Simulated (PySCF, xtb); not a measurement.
ethenyl(ethynyl)silane (C₄H₆Si), SMILES C#C[SiH2]C=C.

GFN2-xTB in xtb 6.7.1 at its own geometry gives an orbital gap of 4.44 eV and a dipole moment of 0.23 D.

Geometry: r2SCAN-D4/def2-SVP. Other conformers were not sampled.

Question: What does PBE/def2-TZVP run with PySCF give? (The exact figures need the calculation; the answer reports its results.)

Answer: gap 5.16 eV (levels -6.87 and -1.71 eV), dipole 0.77 D.
